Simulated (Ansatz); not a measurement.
Basis-set extrapolation for C2H8AlFSi (`C[SiH]([AlH2])CF`) (PBE0-D4/def2-TZVP geometry, frozen core, the Gaussian-basis code of Ansatz). Multiplicity 1, RHF reference.

|  | def2-TZVPP | def2-QZVPP |
| --- | --- | --- |
| HF | -710.754084 | -710.778129 |
| MP2 correlation | -0.802273 | -0.864101 |
| CCSD(T) correlation | -0.891572 | not run |

Energies in hartree. Use E(X) = E(∞) + A·exp(−7.88·√X) for Hartree–Fock and E(X) = E(∞) + B·X^(−2.97) for correlation, with X = 3 and 4, and add CCSD(T) minus MP2 of the smaller set to the MP2 limit.

Q: What is the CCSD(T) energy at the basis-set limit?

A: HF limit: -710.778129 + (-0.024045) × 0.13774 = -710.78144. MP2 limit: -0.864101 + (-0.061828) × 0.74074 = -0.90990. Higher-order term: -0.891572 − (-0.802273) = -0.08930. Total: -711.78064 hartree, 84.7 kcal/mol below CCSD(T)/def2-TZVPP.
